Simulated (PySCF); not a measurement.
Job file and geometry (Å, from GFN2-xTB) of an NMR shielding run on anisole, C7H8O, PySCF 2.14.0, density-fitted response routines, GIAO PBE0/pcSseg-1 NMR shielding, non-relativistic, gas phase; density fitting, a coarse starting grid and PySCF grid level 2 are the driver's defaults:

```
{"job": {"kind": "nmr", "xc": "PBE0", "basis": "pcSseg-1"}, "charge": 0, "multiplicity": 1}
C     -2.678492     0.143652    -0.211827
O     -1.599109    -0.563700    -0.770061
C     -0.339431    -0.285379    -0.328233
C      0.687188    -1.023631    -0.919261
C      1.997948    -0.819172    -0.543556
C      2.309965     0.124244     0.423673
C      1.294946     0.855890     1.009686
C     -0.026774     0.657904     0.643570
H     -3.570107    -0.240194    -0.705637
H     -2.759809    -0.030368     0.866376
H     -2.596483     1.219344    -0.400483
H      0.425908    -1.751910    -1.670964
H      2.781936    -1.399227    -1.007395
H      3.336319     0.285484     0.716525
H      1.525587     1.593415     1.764529
H     -0.797192     1.242590     1.121648
```

Q: What does the program print?

A: 
```
coarse grid: 13648 points
cycle   1  E = -346.2015774262  dE =  1.394e+00  |g| = 5.344e-01  |ddm| = 3.817e+00
cycle   2  E = -346.1752562517  dE =  2.632e-02  |g| = 6.739e-01  |ddm| = 1.160e+00
cycle   3  E = -346.2613233463  dE = -8.607e-02  |g| = 9.804e-02  |ddm| = 6.320e-01
cycle   4  E = -346.2630524830  dE = -1.729e-03  |g| = 3.424e-02  |ddm| = 9.809e-02
cycle   5  E = -346.2633140493  dE = -2.616e-04  |g| = 7.574e-03  |ddm| = 3.755e-02
cycle   6  E = -346.2633247333  dE = -1.068e-05  |g| = 3.893e-03  |ddm| = 1.051e-02
cycle   7  E = -346.2633287510  dE = -4.018e-06  |g| = 7.595e-04  |ddm| = 4.121e-03
final grid: 132640 points
cycle   8  E = -346.3218864315  dE = -3.620e-05  |g| = 1.169e-02  |ddm| = 4.851e-02
cycle   9  E = -346.3218580176  dE =  2.841e-05  |g| = 1.725e-02  |ddm| = 2.107e-02
cycle  10  E = -346.3219137163  dE = -5.570e-05  |g| = 1.867e-03  |ddm| = 1.349e-02
cycle  11  E = -346.3219145026  dE = -7.863e-07  |g| = 2.655e-04  |ddm| = 2.117e-03
cycle  12  E = -346.3219145125  dE = -9.891e-09  |g| = 1.729e-04  |ddm| = 4.178e-04
cycle  13  E = -346.3219145206  dE = -8.124e-09  |g| = 3.096e-05  |ddm| = 1.858e-04
cycle  14  E = -346.3219145208  dE = -2.348e-10  |g| = 6.575e-06  |ddm| = 3.390e-05
converged SCF energy = -346.3219145208

GIAO shielding tensors (ppm)
atom      isotropic    diamagn.    paramagn.     s11        s22        s33       span
  0 C      131.294     245.143    -113.849    103.312    112.249    178.320     75.008
  1 O      231.163     396.811    -165.648    127.992    278.624    286.873    158.881
  2 C       20.068     254.777    -234.710    -63.273      8.499    114.978    178.251
  3 C       63.241     252.457    -189.215    -26.553     51.168    165.109    191.662
  4 C       51.866     253.465    -201.598    -58.755     38.453    175.902    234.657
  5 C       61.758     253.905    -192.148    -45.113     51.044    179.342    224.454
  6 C       52.260     253.221    -200.961    -59.063     39.588    176.254    235.317
  7 C       74.794     258.036    -183.242    -14.871     57.095    182.158    197.029
  8 H       27.440      27.650      -0.210     22.945     26.135     33.241     10.296
  9 H       27.980      29.520      -1.540     24.582     25.618     33.740      9.158
 10 H       27.977      29.512      -1.535     24.579     25.612     33.740      9.161
 11 H       24.450      31.614      -7.165     20.522     24.410     28.417      7.895
 12 H       24.136      29.957      -5.821     20.766     24.735     26.906      6.140
 13 H       24.540      29.940      -5.400     21.267     25.427     26.926      5.659
 14 H       24.141      30.717      -6.576     20.682     24.531     27.210      6.528
 15 H       24.942      33.648      -8.706     20.647     24.542     29.637      8.990
```

Q: Turn these shieldings into chemical shifts. Chemical shifts δ = σref − σ; ¹³C (186.93 ppm), ¹H (31.72 ppm) against TMS; H2O for ¹⁷O (336.08 ppm), all at this level.

A: Averaging equivalent atoms: C 2: 166.9; C 4/6: 134.9; C 5: 125.2; C 3/7: 117.9; C 0: 55.6; O 1: 104.9; H 12/14: 7.58; H 13: 7.18; H 11/15: 7.02; H 8/9/10: 3.92 ppm. Experimental scales use liquid or dissolved standards, which lie at an offset from isolated H2O (liquid H2O: subtract about 36 ppm).

Size and cost of the density-fitted run: 176 basis functions, 16 s wall time on 1 thread of an x86-64 server CPU, shared host.
